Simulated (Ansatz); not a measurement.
Reaction (silylene formation by 1,1-elimination): `S[SiH](S)Cl` → `SS` + `[SiH]Cl`

Isolated molecules relaxed with PBE0-D4/def2-TZVP in Ansatz; ΔE leaves out vibrations. CCSD(T)/CBS adds triple-zeta CCSD(T) − MP2 to the extrapolated MP2 energy (def2 sets, frozen cores). This one scheme is used for every species. DFT in def2-TZVPP. B3LYP here is the variant with VWN-RPA as its local correlation; programs differ in this. Each species was taken in one conformer, which may not be the lowest.

`S[SiH](S)Cl`:

```xyz
7

S     1.345    1.462    0.362
Si   -0.106    0.007   -0.153
S    -0.586   -0.910    1.696
Cl    0.574   -1.406   -1.481
H     1.075    2.224   -0.713
H    -1.251    0.653   -0.827
H    -1.051   -2.030    1.116
```

`SS`:

Cartesian coordinates in Å:
```
S -0.948 0.566 0.215
S 0.163 -1.007 -0.475
H -0.324 0.753 1.394
H 1.109 -0.312 -1.135
```

`[SiH]Cl`:

Cartesian coordinates in Å:
```
Si 0.030 0.093 0.820
Cl 1.093 -0.702 -0.778
H -1.123 0.610 -0.042
```

```json
{"level": "B3LYP-D4", "ΔE (kJ/mol)": "345.1"}
{"level": "PBE", "ΔE (kJ/mol)": "339.2"}
{"level": "PBE0", "ΔE (kJ/mol)": "357.6"}
{"level": "CCSD/def2-SVP", "ΔE (kJ/mol)": "347.9"}
```

(1) What does CCSD(T)/CBS give? (An estimate is asked.)

Largest T1 diagnostic among the species: 0.013.

Answers

(1) Ansatz gave: +361.2 kJ/mol. The listed levels differ from it by -16.1, -22.0, -3.6, -13.3 kJ/mol.

In def2-TZVPP, CCSD(T) changes the Hartree–Fock value by +15.9 kJ/mol (the triples alone add +4.0 kJ/mol) and MP2 by +44.4 kJ/mol. From BLYP to BHLYP (50 % exact exchange), in def2-TZVPP and without D4, ΔE moves by +42.9 kJ/mol. The D4 term adds +19.7 kJ/mol with B3LYP and +10.6 kJ/mol with PBE0; it sums over pairs of atoms, weighted by their polarisabilities, and B3LYP, whose exchange is more repulsive, gets the larger term.
